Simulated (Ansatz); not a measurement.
C$_{5}$H$_{13}$AlO, triplet, at a GFN2-xTB geometry (such geometries of metal compounds can be far from the true shape) (a higher spin typed on purpose: for a closed-shell molecule this is an excited state). Base run: PBE0/3-21G in Ansatz (a program for electronic structure).

Input for Ansatz:
Ansatz 0.2 input:
```yaml
crystal:
  periodic: [false, false, false]
  atoms:
    - {symbol: Al, position_ang: [0.75514463, 0.19281173, 1.26398557]}
    - {symbol: C, position_ang: [-1.02656718, -0.28478633, 2.43658849]}
    - {symbol: H, position_ang: [-0.95638558, -1.36738803, 2.46589890]}
    - {symbol: H, position_ang: [-1.95237655, 0.02441589, 1.96536206]}
    - {symbol: H, position_ang: [-0.92354537, 0.13693308, 3.42798529]}
    - {symbol: C, position_ang: [-0.07994000, 2.20347045, 1.45896135]}
    - {symbol: H, position_ang: [0.62461141, 2.76590075, 0.85476590]}
    - {symbol: H, position_ang: [-0.03538247, 2.51278945, 2.49505334]}
    - {symbol: H, position_ang: [-1.08286261, 2.29369068, 1.05789131]}
    - {symbol: O, position_ang: [0.60861867, -0.36009541, -0.29904429]}
    - {symbol: C, position_ang: [0.37426950, -0.77680375, -1.60864576]}
    - {symbol: C, position_ang: [0.12575951, 0.43350758, -2.50794583]}
    - {symbol: C, position_ang: [-0.81366965, -1.73723137, -1.64909329]}
    - {symbol: H, position_ang: [1.27192093, -1.30617866, -1.96488046]}
    - {symbol: H, position_ang: [-0.76152008, 0.96339275, -2.16834867]}
    - {symbol: H, position_ang: [-0.01578771, 0.11836922, -3.53882438]}
    - {symbol: H, position_ang: [0.97475283, 1.11122124, -2.45582948]}
    - {symbol: H, position_ang: [-0.62460241, -2.58413830, -0.99350899]}
    - {symbol: H, position_ang: [-1.70833104, -1.22437101, -1.30281581]}
    - {symbol: H, position_ang: [-0.97543379, -2.09936565, -2.66139668]}
basis:
  gaussian:
    orbitals: 3-21G.json
hamiltonian:
  xc: pbe0
magnetization: {spin_polarized: true, initial_magnetization: 2}
```
The basis file holds 3-21G in the JSON format of the Basis Set Exchange.

Each row names what was changed in the base input (with any setting that the change needs).

| change | ΔE vs base (mEh) |
|---|---|
| base | 0.000 |
| point_charge = charge:1.0 position_ang:-0.8909, 2.9438, 5.7921 | -1.622 |
| final_grid = 10, 20, 41 | -0.002 |
| final_grid = 14, 28, 59 | -0.001 |
| nuclear_model = gaussian | 0.119 |
| fitting.mean_field = def2-universal-JKFIT | -0.216 |
| lower_state_search = light | 0.000 |
| lower_state_search = off | 0.000 |
| point_charge = charge:-1.0 position_ang:-6.1867, 3.191, -0.4325 | -3.959 |
| fitting.mean_field = cc-pVTZ-JKFIT | -0.180 |
| point_charge = charge:0.5 position_ang:1.5016, 6.3021, -1.6286 | 0.144 |
